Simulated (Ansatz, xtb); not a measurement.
Isomers of CHGeSb in order of energy

3 gas-phase structures of CHGeSb, found in a search over its isomers (lower ones may exist). Each was relaxed with GFN2-xTB:

A. `[GeH][C]#[Sb]`, a singlet
B. `[Ge]=[C]=[SbH]`, a singlet
C. a singlet given by its coordinates

C (Å):

```xyz
4

C    -0.2340    0.0024    0.6773
Ge    0.8239    0.9694   -0.5070
Sb    1.1932   -1.4384    0.4453
H    -1.1236   -0.0320    1.2858
```

Close contacts (Å): C1–Ge2 1.86, C1–Sb3 2.04, Ge2–Sb3 2.62, C1–H4 1.08.

Problem. Make a reasoned guess at their ranking by r2SCAN-D4/def2-SVP//GFN2-xTB single-point energy.

Solution. Calculated order at r2SCAN-D4/def2-SVP//GFN2-xTB: C (0.0), A (162.3), B (172.5) kJ/mol.

Energies above the lowest of each column, in kJ/mol; the last columns are at r2SCAN-D4/def2-SVP geometries and were run for some of them only (a dash: not run or not comparable):

```csv
structure,GFN2-xTB,HF/STO-3G,r2SCAN-D4/def2-SVP//GFN2-xTB,r2SCAN-D4/def2-SVP,CCSD(T)/def2-TZVPP
C,0.0,0.0,0.0,0.0,0.0
A,113.1,217.6,162.3,163.0,152.5
B,158.9,253.0,172.5,–,–
```

Every level run on C puts it lowest or level with the lowest. Frequencies (r2SCAN-D4/def2-SVP) were run for A, C alone. Large T1 diagnostics make some coupled-cluster values less sure. Atoms past krypton carry core potentials in the def2 sets, without spin–orbit terms.

Programs: Ansatz 0.2.0, xtb 6.7.1.
